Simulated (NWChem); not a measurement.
System: ZnHOBr; SMILES [OH][Zn][Br]

NWChem printed, in part:

```
             Northwest Computational Chemistry Package (NWChem) 7.3.0
             --------------------------------------------------------

                             Geometry "geometry" -> ""
                             -------------------------

 Output coordinates in angstroms (scale by  1.889725989 to convert to a.u.)

  No.       Tag          Charge          X              Y              Z
 ---- ---------------- ---------- -------------- -------------- --------------
    1 Zn                  30.0000    -0.25421900     0.77634700     0.00000000
    2 Br                  35.0000     0.25723300    -1.40223400     0.00000000
    3 O                    8.0000    -0.80485700     2.47156000     0.00000000
    4 H                    1.0000    -0.05296600     3.09321300     0.00000000

 Effective nuclear repulsion energy (a.u.)     371.7119255430

                              NWChem Property Module
                              ----------------------

  itol2e modified to match energy
  convergence criterion.

                                 NWChem DFT Module
                                 -----------------

 Summary of "ao basis" -> "ao basis" (spherical)
 ------------------------------------------------------------------------------
       Tag                 Description            Shells   Functions and Types
 ---------------- ------------------------------  ------  ---------------------
 Zn                          6-31g*                 12       34   5s4p2d1f
 Br                          6-31g*                 12       32   5s4p3d
 O                           6-31g*                  6       14   3s2p1d
 H                           6-31g*                  2        2   2s

  itol2e modified to match energy
  convergence criterion.

            General Information
            -------------------
          SCF calculation type: DFT
          Wavefunction type:  closed shell.
          No. of atoms     :     4
          No. of electrons :    74
           Alpha electrons :    37
            Beta electrons :    37
          Charge           :     0
          Spin multiplicity:     1
          Use of symmetry is: off; symmetry adaption is: off
          Maximum number of iterations: 150
          AO basis - number of functions:    82
                     number of shells:    32
          Convergence on energy requested:  1.00D-07
          Convergence on density requested:  1.00D-05
          Convergence on gradient requested:  5.00D-04

              XC Information
              --------------
                         PBE0 Method XC Functional
                     Hartree-Fock (Exact) Exchange  0.250
          PerdewBurkeErnzerhof Exchange Functional  0.750
            Perdew 1991 LDA Correlation Functional  1.000 local
           PerdewBurkeErnz. Correlation Functional  1.000 non-local

             Grid Information
             ----------------
          Grid used for XC integration:  fine
          Radial quadrature: Mura-Knowles
          Angular quadrature: Lebedev.
          Tag              B.-S. Rad. Rad. Pts. Rad. Cut. Ang. Pts.
          ---              ---------- --------- --------- ---------
          Zn                  1.35      140           9.0       974
          Br                  1.15      140          11.0       974
          O                   0.60       70          11.0       590
          H                   0.35       60          12.0       590
          Grid pruning is: on
          Number of quadrature shells:   410
          Spatial weights used:  Erf1

      Superposition of Atomic Density Guess
      -------------------------------------

 Sum of atomic energies:       -4424.82095101

      Non-variational initial energy
      ------------------------------

 Total energy =   -4425.196872
 1-e energy   =   -6911.405109
 2-e energy   =    2114.496311
 HOMO         =      -0.407292
 LUMO         =      -0.064732

   convergence    iter        energy       DeltaE   RMS-Dens  Diis-err
 ---------------- ----- ----------------- --------- --------- ---------
 d= 0,ls=0.0,diis     1  -4428.0853330820 -4.80D+03  1.91D-02  7.81D-01
 d= 0,ls=0.0,diis     2  -4427.8568423957  2.28D-01  1.22D-02  3.01D+00
 d= 0,ls=0.0,diis     3  -4428.1764513545 -3.20D-01  2.57D-03  4.43D-02
 d= 0,ls=0.0,diis     4  -4428.1806560062 -4.20D-03  1.04D-03  8.13D-03
 d= 0,ls=0.0,diis     5  -4428.1815592863 -9.03D-04  1.19D-04  2.36D-04
  Resetting Diis
 d= 0,ls=0.0,diis     6  -4428.1815740810 -1.48D-05  2.94D-05  5.22D-05
 d= 0,ls=0.0,diis     7  -4428.1815765734 -2.49D-06  1.40D-05  1.00D-06
 d= 0,ls=0.0,diis     8  -4428.1815766268 -5.34D-08  6.18D-06  1.03D-06

         Total DFT energy =    -4428.181576626803
      One electron energy =    -6910.677161285211
           Coulomb energy =     2281.699743572608
    Exchange-Corr. energy =     -170.916084457191
 Nuclear repulsion energy =      371.711925542992

 Numeric. integr. density =       73.999999830766

                       DFT Final Molecular Orbital Analysis
                       ------------------------------------

 Vector   35  Occ=2.000000D+00  E=-3.187648D-01
              MO Center= -2.4D-01,  4.7D-01,  5.9D-09, r^2= 4.8D+00
   Bfn.  Coefficient  Atom+Function         Bfn.  Coefficient  Atom+Function
  ----- ------------  ---------------      ----- ------------  ---------------
    47      0.539059  2 Br pz                71      0.415993  3 O  pz
    75      0.315528  3 O  pz                43     -0.242366  2 Br pz
    51      0.221863  2 Br pz                13      0.137008  1 Zn pz
    39      0.072673  2 Br pz                17      0.063393  1 Zn pz
     9     -0.048100  1 Zn pz                19     -0.027365  1 Zn d -1

[...]

          -----------------------
          Electric field gradient
          -----------------------

 1 a.u. = 0.324123 10**(16) esu/cm**3  ( or statvolts/cm**2 ) = 0.97174 10**(22) v/m**2

 ------------------------------------------------------------
   Atom      X         Y         Z
 ------------------------------------------------------------
    1 Zn  -0.48040   1.46708   0.00000
 ------------------------------------------------------------

 Electric field gradient in molecular frame (a.u.)
         XX             YY             ZZ             XY             XZ             YZ
 ------------------------------------------------------------------------------------------
       -0.603877       0.993378      -0.389500      -0.351437       0.000000      -0.000000

 Principal components (a.u.) and orientation
 of principal axis w.r.t. absolute frame                      Asymmetry parameter eta
 --------------------------------------------------------------------------------------
        1.067283      -0.677783      -0.389500                       0.270108

       -0.205794       0.978595       0.000000
        0.978595       0.205794       0.000000
       -0.000000      -0.000000       1.000000

 ------------------------------------------------------------
   Atom      X         Y         Z
 ------------------------------------------------------------
    2 Br   0.48610  -2.64984   0.00000
 ------------------------------------------------------------

 Electric field gradient in molecular frame (a.u.)
         XX             YY             ZZ             XY             XZ             YZ
 ------------------------------------------------------------------------------------------
        1.366032      -3.059716       1.693684       1.034148       0.000000      -0.000000

 Principal components (a.u.) and orientation
 of principal axis w.r.t. absolute frame                      Asymmetry parameter eta
 --------------------------------------------------------------------------------------
       -3.289438       1.693684       1.595754                       0.029771

       -0.216850       0.000000       0.976205
        0.976205       0.000000       0.216850
        0.000000       1.000000      -0.000000

 ------------------------------------------------------------
   Atom      X         Y         Z
 ------------------------------------------------------------
    3 O   -1.52096   4.67057   0.00000
 ------------------------------------------------------------

 Electric field gradient in molecular frame (a.u.)
         XX             YY             ZZ             XY             XZ             YZ
 ------------------------------------------------------------------------------------------
       -0.442326      -0.791157       1.233484      -0.624465      -0.000000       0.000000

 Principal components (a.u.) and orientation
 of principal axis w.r.t. absolute frame                      Asymmetry parameter eta
 --------------------------------------------------------------------------------------
       -1.265107       1.233484       0.031623                       0.950007

        0.604563      -0.000000       0.796558
        0.796558       0.000000      -0.604563
       -0.000000       1.000000       0.000000

 ------------------------------------------------------------
   Atom      X         Y         Z
 ------------------------------------------------------------
    4 H   -0.10009   5.84532   0.00000
 ------------------------------------------------------------

 Electric field gradient in molecular frame (a.u.)
         XX             YY             ZZ             XY             XZ             YZ
 ------------------------------------------------------------------------------------------
       -0.176007      -0.060974       0.236981      -0.318333      -0.000000       0.000000

 Principal components (a.u.) and orientation
 of principal axis w.r.t. absolute frame                      Asymmetry parameter eta
 --------------------------------------------------------------------------------------
       -0.441978       0.236981       0.204997                       0.072365

        0.767399      -0.000000      -0.641170
        0.641170       0.000000       0.767399
        0.000000       1.000000      -0.000000
```

Level: PBE0/6-31G* (spherical d). Geometry: optimised at PBE-D3(BJ)/def2-SVP. NWChem prints the field gradient with the sign opposite to the second derivative of the potential.

Question: Write an input that gives this output.

Answer: This is not unique; one that fits is the input that was run:
```
start job
memory heap 200 mb stack 900 mb global 1100 mb
geometry units angstroms noautosym nocenter noautoz
  Zn    -0.254219     0.776347     0.000000
  Br     0.257233    -1.402234     0.000000
  O     -0.804857     2.471560     0.000000
  H     -0.052966     3.093213     0.000000
end
basis spherical
  * library 6-31g*
end
dft
  xc pbe0
  iterations 150
end
property
  efieldgrad
end
task dft property
```
